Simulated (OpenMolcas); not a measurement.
Computed levels of 2s2 2p2 in ions with 6 electrons, in cm-1 above 3P0.

```json
{"Program": "OpenMolcas 26.06", "Method": "XMS-CASPT2, IPEA 0.25 Eh, imaginary shift 0.1 Eh", "Basis": "ANO-RCC-VTZP", "Scalar Hamiltonian": "DKH2, point nucleus", "Spin-orbit coupling": "RASSI with atomic mean-field integrals over the reference wave functions, term energies averaged over their components"}
```

Active space for each ion: 4 electrons in 8 orbitals (2s 2p 3s 3p); closed shells correlated by CASPT2: 1s.

```json
{"Level": "3P1", "C": "15.0", "N+": "45.5", "O2+": "109", "Ne4+": "400"}
{"Level": "3P2", "C": "44.8", "N+": "135", "O2+": "323", "Ne4+": "1155"}
{"Level": "1D2", "C": "10460", "N+": "15710", "O2+": "20080", "Ne4+": "30850"}
{"Level": "1S0", "C": "21610", "N+": "32800", "O2+": "43780", "Ne4+": "64360"}
```

Estimate 3P2, 1D2, 1S0 for F3+ from its neighbours O2+ and Ne4+.

3P2 is fine structure, which grows about as the fourth power of a screened charge, so the fourth roots are averaged: ((323^0.25 + 1155^0.25) / 2)^4 = 642. The calculation gives 650, so the estimate is off by -1.2 %; the measured value is 613 (Moore, Atomic Energy Levels, vol. I, NSRDS-NBS 35 (1971 reprint of NBS Circular 467, 1949)).
1D2 is another term, which grows about linearly with the charge: (20080 + 30850) / 2 = 25465. The calculation gives 25970, so the estimate is off by -1.9 %; the measured value is 25241 (Moore, Atomic Energy Levels, vol. I, NSRDS-NBS 35 (1971 reprint of NBS Circular 467, 1949)).
1S0 is another term, which grows about linearly with the charge: (43780 + 64360) / 2 = 54070. The calculation gives 54420, so the estimate is off by -0.6 %; the measured value is 53544 (Moore, Atomic Energy Levels, vol. I, NSRDS-NBS 35 (1971 reprint of NBS Circular 467, 1949)).

CASPT2 does not keep the components of a term degenerate, so their means are used; among the terms shown or strongly mixed into the levels shown the widest spread is 180 cm-1 (2s2 2p2 1D, C). Over all roots computed the reference weight is 0.94 to 0.99 in C, 0.94 to 1.00 in O2+; the roots of lowest weight are the least certain, and an intruder state may touch them. The run also gave levels led by 2s2 2p 3s, which use shells meant for correlation; these and all levels above them are left out (holds for C; N+). Active for correlation alone: 3p 3s; no level in the range computed is led by a configuration that fills them, so any true level of that kind is missing (holds for O2+; F3+; Ne4+). Computed and measured levels are paired by configuration, term and J; levels that our copy of the source lacks, or whose pairing is in doubt (as where it misses far off the trend of its configuration), stay unpaired and out of the deviations. Only configurations of the active space appear.
